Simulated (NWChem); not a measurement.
System: CH₂F₃In; SMILES [C]([InH2])(F)(F)F

The following NWChem deck was run.

```
start job
memory heap 200 mb stack 900 mb global 1100 mb
geometry units angstroms noautoz
  In    -0.011583    -1.022349    -0.005394
  C     -0.012718     1.205614    -0.022438
  F     -1.215168     1.744621    -0.282352
  F      0.837940     1.711832    -0.933488
  F      0.373601     1.690025     1.175174
  H      1.538099    -1.778251     0.025954
  H     -1.542824    -1.816496    -0.005143
end
basis spherical
  * library def2-svp
end
ecp
  In library def2-ecp
end
dft
  xc xperdew91 perdew91
  iterations 150
  mulliken
end
task dft energy
```

All runs use the structure optimised with PBE0/def2-SVP. def2 effective core potentials on In; no spin-orbit coupling.

Question: Predict the main results of this run. (PW91/def2-SVP with def2 effective core potentials on In.) Quantities: energy (Ha); highest occupied level (eV); orbital gap (eV); dipole (D).

Answer: 
* **energy (Ha)**: -528.66
* **highest occupied level (eV)**: -6.61
* **orbital gap (eV)**: 3.62
* **dipole (D)**: 1.90
